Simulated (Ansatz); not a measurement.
Input file for Ansatz (a program for electronic structure): R-revPBE/def2-TZVPP on I2Se (SMILES I[Se]I). Elements past Kr take the def2 small-core potentials; no spin–orbit coupling.

Ansatz 0.2 input:
```yaml
crystal:
  periodic: [false, false, false]
  atoms:
    - {symbol: Se, position_ang: [0.00483773, 0.00481442, -1.03797240]}
    - {symbol: I, position_ang: [2.00069638, -0.00612962, 0.52830352]}
    - {symbol: I, position_ang: [-2.00553411, 0.00131520, 0.50966888]}
basis:
  gaussian:
    orbitals: def2-TZVPP
hamiltonian:
  xc: {name: revPBE}
scf: {lower_state_search: off}
```

Output:

```
WARN ansatz: RAYON_NUM_THREADS=4 ignored (pool sized by the plan → 4); use --threads N
Functional definition: revPBE
these checks for a lower state are left out or cut short: stability, starts, cluster_reference, orbital_swaps, neighbouring_geometries, increment
integrals: 0.08 GiB planned
1121 factors; their error is unknown
mean field: 0.50 GiB planned
mean field evaluation 1: about -81549.4526 eV, gradient 1.2e1 eV
mean field evaluation 2: about -81549.5051 eV, gradient 9.0e0 eV
mean field evaluation 4: about -81549.6434 eV, gradient 1.4e0 eV
mean field evaluation 8: about -81549.6098 eV, gradient 2.6e-2 eV
mean field evaluation 16: about -81549.6098 eV, gradient 5.0e-6 eV
mean field -81549.60979223 eV, -2996.8928835537 hartree, gradient 4.8e-6 eV, S^2 0.000000; 0 other end points of the search recorded, 0 dependent functions left out
reference -81549.60983025 eV, -2996.8928849507 hartree; 42, 42 occupied and 106, 106 virtual orbitals, 1121 factors
Total energy: -81549.60983025 eV, -2996.8928849507 hartree
Checks for a lower state left out: stability, starts, cluster_reference, orbital_swaps, neighbouring_geometries, increment
```

Self-consistency was reached.

Cost: around 2.2 core-seconds (rough).
